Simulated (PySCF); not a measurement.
ZrI3, SMILES [I][Zr]([I])[I] (connectivity only; charge and spin as stated), neutral, multiplicity 2.

The structure is a stationary point at B3LYP-D3(BJ)/def2-SVP. The multiplicity is an assumed one; no other spin state was optimised. The isomer is the one that the SMILES or the coordinates give; other isomers of the formula were not compared. The def2 effective core potentials stand for the cores of I, Zr; spin–orbit coupling is left out.

Two levels are set side by side: PBE/def2-TZVP (PySCF) and CAM-B3LYP/def2-TZVP (PySCF). Same geometry, gas phase. Differences are taken from unrounded values.

```csv
quantity,CAM-B3LYP
α-spin orbital gap (eV),5.86
β-spin orbital gap (eV),7.41
mean polarisability (bohr³),146.7
```

Question: What does PBE give, and how far is it from CAM-B3LYP? (An estimate is asked for; the answer gives what the named calculation found.)

Answer: 
```json
[
 {"quantity": "α-spin orbital gap (eV)", "PBE": "1.10", "PBE minus CAM-B3LYP": "-4.75"},
 {"quantity": "β-spin orbital gap (eV)", "PBE": "3.50", "PBE minus CAM-B3LYP": "-3.91"},
 {"quantity": "mean polarisability (bohr³)", "PBE": "159.7", "PBE minus CAM-B3LYP": "13.0"}
]
```

PBE's more diffuse valence density responds more strongly to a field. Differences between two approximate levels are no errors against the true value.

Rough cost on one machine, each run with all the roots and properties that it gave: CAM-B3LYP against PBE within a factor of 2.
